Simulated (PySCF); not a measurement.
Method: PBE0-D4/def2-TZVP // PBE0-D4/def2-SVP run with PySCF. All species are isolated molecules in the gas phase. One relaxed conformer stands for a flexible species; it need not be the lowest. Excitations are Tamm–Dancoff values on a coarser integration grid. The basis has no diffuse functions, so Rydberg states are missing or too high.

Reference species (SMILES): `N(C)(C)BN(C)C` (C–N–B–N torsion -16°, N–B–N–C torsion -16°) (neutral, multiplicity 1).

```yaml
S1–T1 gap (TDA): 0.65 eV
S1 excitation (TDA): 5.74 eV
S1 oscillator strength: 0.006
```

Changed species: `CN(B(N(C)C)N(C)C)C` (0 of 3 N(CH3)2 replaced by H; the reference has 1 of 3 N(CH3)2 replaced by H).

What does the change do to the S1–T1 gap (TDA), S1 excitation (TDA) and S1 oscillator strength?

the S1–T1 gap (TDA) falls by 0.55 eV, to 0.10 eV; the S1 excitation (TDA) falls by 0.18 eV, to 5.56 eV; the S1 oscillator strength hardly moves.
